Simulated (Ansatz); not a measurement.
`O[Si](F)(Br)Br` → `FBr` + `O[Si]Br` at 700 K and 1 bar (silylene formation by 1,1-elimination).

Computed with Ansatz on PBE0-D4/def2-TZVP structures; ΔE is electronic, products minus reactants. CBS: MP2 limit from def2 TZ/QZ plus the TZ coupled-cluster correction, frozen cores. For Br outer-core shells are correlated without core-valence functions, which leaves a few kJ/mol of doubt a bond. Scalar relativity is left out up to krypton. One conformer a species, not always the lowest.

```json
{"species": "`O[Si](F)(Br)Br`", "CCSD(T)/CBS energy (Eh)": "-5611.50823", "H − E (kJ/mol)": "116.9", "S (J/(mol·K))": "457.1"}
{"species": "`FBr`", "CCSD(T)/CBS energy (Eh)": "-2673.03720", "H − E (kJ/mol)": "27.2", "S (J/(mol·K))": "258.2"}
{"species": "`O[Si]Br`", "CCSD(T)/CBS energy (Eh)": "-2938.23569", "H − E (kJ/mol)": "79.1", "S (J/(mol·K))": "346.3"}
```

H − E and S are ideal-gas, rigid-rotor, harmonic terms from PBE0-D4/def2-TZVP, for one conformer and one mirror image of each species. 1 Eh = 2625.50 kJ/mol, R = 8.31446 J/(mol·K).

Task: By hand: ΔE, ΔH, ΔS and ΔG.

Result: ΔE = (-2673.03720) + (-2938.23569) − (-5611.50823) = 0.23534 Eh = 617.9 kJ/mol. Δ(H − E) = 27.2 + 79.1 − 116.9 = -10.6, so ΔH = 607.3 kJ/mol. ΔS = 258.2 + 346.3 − 457.1 = 147.4 J/(mol·K). ΔG = 607.3 − 700 × (147.4)/1000 = 504.1 kJ/mol.

Task: By hand: the equilibrium constant, and the temperature at which ΔG would vanish if ΔH and ΔS stayed fixed.

Result: log₁₀ K = −ΔG/(RT ln 10) = -37.6. ΔG = 0 at ΔH/ΔS = 4120 K, far beyond where these terms or the molecules hold.

The number of gas molecules changes by +1, which sets the sign of ΔS. A doubt of 5 kJ/mol in ΔE shifts log₁₀ K by 0.4 here. Other conformers and mirror images would add mixing entropy, several J/(mol·K) or more a flexible species. These are equilibria of isolated gas molecules and say nothing of rates. Largest T1 diagnostic: 0.012 (customary marks: 0.02 for closed shells, 0.045 for open ones).
